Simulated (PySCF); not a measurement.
BFBr2, SMILES FB(Br)Br.

Geometry optimised at B3LYP-D3(BJ)/def2-SVP.

All values below come from TDA-B3LYP/def2-SVPD run with PySCF 2.14.0.

Vertical excitations. Gas-phase values at a fixed geometry. State labels are in the subgroup C2v.

Computed lowest excited states:
```
state  symmetry  energy (eV)  λ (nm)      f          main pairs
-----  --------  -----------  ------  -----  ------------------
S1           A2         5.42     229  0.000     HOMO→LUMO 100 %
S2           B1         6.22     199  0.001   HOMO−2→LUMO 100 %
S3           B2         6.39     194  0.150    HOMO−1→LUMO 88 %
S4           B2         6.98     178  0.112    HOMO→LUMO+1 93 %
S5           A2         7.27     171  0.000  HOMO−1→LUMO+1 92 %
S6           A1         7.27     170  0.023    HOMO−3→LUMO 89 %
S7           A2         7.42     167  0.000    HOMO−4→LUMO 94 %
S8           A1         7.75     160  0.067  HOMO−2→LUMO+1 89 %
S9           B2         7.79     159  0.007    HOMO→LUMO+2 96 %
S10          B1         8.11     153  0.070  HOMO−3→LUMO+1 91 %
T1           A2         5.27     235      0     HOMO→LUMO 100 %
T2           B2         5.52     225      0    HOMO−1→LUMO 99 %
T3           B1         6.07     204      0   HOMO−2→LUMO 100 %
T4           A1         6.07     204      0    HOMO−3→LUMO 99 %
```
Triplets are in the Tamm–Dancoff approximation.
